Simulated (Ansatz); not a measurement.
This geometry of AlFH3N + ClH (8 atoms, charge 0, multiplicity 1) is a first-order saddle point.

Theory: RKS BLYP/6-31G* in Ansatz.

```xyz
8
Properties=species:S:1:pos:R:3
Al -0.052 0.492 -0.178
F -0.224 -0.070 1.739
H 1.426 0.102 -0.583
N -1.546 -0.111 -0.990
H -2.194 -0.756 -0.532
H -2.071 0.472 -1.645
Cl -0.118 2.542 0.771
H -0.251 0.902 1.988
```

Question: Which two structures does it join? (They come from a converged band through this point; their orientation in space is the band's.)

Answer: Bonds broken: Cl7–H8. Bonds formed: Al1–Cl7, F2–H8. AlFH3N + ClH becomes AlClFH4N.

Image 0:

```xyz
8
Properties=species:S:1:pos:R:3
Al -0.079 -0.118 -0.265
F -0.123 0.055 1.420
H 1.322 -0.118 -0.994
N -1.635 -0.331 -1.100
H -2.554 -0.340 -0.656
H -1.726 -0.415 -2.113
Cl -0.124 3.072 2.222
H -0.112 1.766 2.058
```

Image 8:

```xyz
8
Properties=species:S:1:pos:R:3
Al -0.085 0.507 -0.145
F -0.134 0.008 1.847
H 1.344 -0.026 -0.564
N -1.592 -0.029 -0.946
H -1.654 -0.845 -1.555
H -2.499 0.431 -0.869
Cl -0.220 2.565 0.706
H -0.189 0.962 2.097
```

Question: How far does it lie above each of them?

Answer: 30.0 kJ/mol above the first and 16.9 kJ/mol above the second. This is the barrier of this one path; another mechanism may lie lower. The orbitals stay closed-shell, which can raise the energy where a bond breaks towards radicals; this wasn't checked here.

Run time: 2.6 min on 2 threads of Arm Neoverse V1 (shared host), peak memory 0.14 GiB.
